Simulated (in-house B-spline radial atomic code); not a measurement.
Successive ionisation energies of zinc; each step leads to the configuration of the next row (after the last: [Ar] 3d2). Dirac energy differences include first-order Breit, QED and recoil terms. NIST's values go from ground level to ground level; the uncertainty of those that are theory runs from under 0.1 % in few-electron ions to several per cent in heavy many-electron ones. Computed with an all-electron radial atomic-structure program (B-spline basis): Dirac-Hartree-Fock, average of the configuration, finite nuclei.

```
 ion  configuration  ionisation energy (eV)  tabulated value (eV)    tabulated kind  computed minus tabulated (eV)  highest orbital  largest mean radius (bohr)
  Zn  [Ar] 3d10 4s2                    7.79              9.394197          measured                          -1.61            4s1/2                      2.8484
 Zn+  [Ar] 3d10 4s1                   16.83              17.96439          measured                          -1.13            4s1/2                      2.5256
Zn2+      [Ar] 3d10                   37.15               39.7233          measured                          -2.57            3d5/2                     0.86563
Zn3+       [Ar] 3d9                   59.03                59.573          measured                          -0.54            3d5/2                     0.81162
Zn4+       [Ar] 3d8                   83.31                  82.6    semi-empirical                           0.71            3d5/2                     0.76825
Zn5+       [Ar] 3d7                  109.77                   108    semi-empirical                           1.77            3d5/2                     0.73195
Zn6+       [Ar] 3d6                  138.25                 133.9    semi-empirical                           4.35            3d5/2                     0.70068
Zn7+       [Ar] 3d5                  168.66                 173.9    semi-empirical                          -5.24            3d5/2                      0.6732
Zn8+       [Ar] 3d4                  200.92                   203    semi-empirical                          -2.08            3d5/2                     0.65472
Zn9+       [Ar] 3d3                  234.98                   238  tabulated theory                          -3.02            3d5/2                     0.64319
```

Question: Where is the largest jump?

Answer: From Zn+ to Zn2+, by a factor of 2.21 (16.835 to 37.152 eV); the highest orbital goes from 4s1/2 to 3d5/2.

Where a p, d or f electron is removed, the computed value is a mean over both j, so it misses the tabulated one by a part of the spin-orbit splitting; averaging over terms and missing correlation add to the gap, relatively most at low charge.
